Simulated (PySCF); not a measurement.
SMILES [GeH3][Mg][SeH] (H4GeMgSe), singlet, PBE0/def2-SVP optimised geometry.

```
7

Mg    -1.57    -2.08    -1.97
Se    -2.55    -3.33    -3.82
H     -1.19    -3.72    -4.26
Ge    -0.57    -0.75     0.00
H     -0.98    -1.30     1.38
H      0.98    -0.75     0.00
H     -0.98     0.75     0.00
```

Density from PySCF 2.14.0 with PBE0/def2-TZVP at that geometry.

Minimum of the electron density along straight lines between bonded atoms, close to the bond critical point (lines longer than 1.1 times the sum of covalent radii, or with two minima, are not listed):

| bond | length / Å | ρ at the minimum / e bohr⁻³ | ∇²ρ there / e bohr⁻⁵ | position (fraction from the first atom) |
|---|---|---|---|---|
| Mg1–Se2 | 2.440 | 0.044 | 0.15 | 0.38 |
| Se2–H3 | 1.475 | 0.169 | -0.27 | 0.63 |
| Mg1–Ge4 | 2.581 | 0.041 | 0.08 | 0.37 |
| Ge4–H5 | 1.548 | 0.128 | 0.06 | 0.59 |
| Ge4–H6 | 1.548 | 0.128 | 0.06 | 0.59 |
| Ge4–H7 | 1.548 | 0.128 | 0.06 | 0.59 |
